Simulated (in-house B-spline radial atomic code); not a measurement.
RPA and G0W0 for Os3+, [Xe] 4f14 5d5, highest spin, as one setting changes: the share of exact exchange in the PBE hybrid start. A dash marks a level of low quasi-particle weight. Computed with a B-spline radial code for spherical atoms: all electrons, scalar-relativistic (spin-free one-electron X2C), finite nucleus, each spin shell either full or empty, empty states to l = 9 with an (l + 1/2)⁻⁴ tail; G0W0 by contour deformation at full frequency.

Without the two-electron picture change, the correlation of inner shells comes somewhat too large for so heavy an element.

```tsv
share of exact exchange in the PBE hybrid start	mean-field level (eV)	G0W0 level (eV)	RPA correlation (Eh)
0	-36.42	-	-6.6045
0.1	-37.14	-	-6.5563
0.2	?	?	?
0.3	-38.61	5d up -43.22	-6.464
0.4	-39.36	5d up -43.23	-6.4196
0.5	-40.11	5d up -43.23	-6.3763
0.6	-40.86	5d up -43.22	-6.3341
0.7	?	?	?
0.8	-42.39	5d up -43.18	-6.2525
0.9	-43.16	5d up -43.15	-6.213
1	-43.93	5d up -43.12	-6.1743
```

Problem. What belongs in the row for 0.7?

Solution. mean-field level (eV): -41.62; G0W0 level (eV): 5d up -43.20; RPA correlation (Eh): -6.2928.

Problem. What belongs in the row for 0.2?

Solution. mean-field level (eV): -37.88; G0W0 level (eV): 5d up -43.16; RPA correlation (Eh): -6.5095.

Problem. At what share of exact exchange does G0W0 leave the highest level unchanged?

Solution. Near 0.90, where the shift changes sign (-0.792 eV at 0.8, +0.004 eV at 0.9).
